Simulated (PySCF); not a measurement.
# Radial density of Kr⁺ (krypton, charge +1)

UHF, [Ar] 3d10 4s2 4p5, 2P determinant. Computed with PySCF 2.14 in cc-pVDZ-DK, with scalar relativity by spin-free X2C-1e.

```
r (bohr)  4πr²ρ (e/bohr)  4πr²(ρα − ρβ)
0.000923          0.6066         0.0000
 0.00155           1.441         0.0000
 0.00261           3.370         0.0000
 0.00439           7.585         0.0000
 0.00739           15.80         0.0001
  0.0124           28.79         0.0006
  0.0209           41.94         0.0027
  0.0352           43.55         0.0117
  0.0591           36.68         0.0363
  0.0995           48.30         0.0552
   0.167           47.60         0.0050
   0.281           29.69         0.0590
   0.473           36.72         0.1049
   0.796           13.06         0.0636
    1.34           5.566         0.6581
    2.25           2.350         0.3557
    3.79          0.1942         0.0297
    6.37       0.0002415         0.0000
```

Densities and radii are taken from the X2C orbitals without a picture-change correction, which distorts them close to the nucleus.
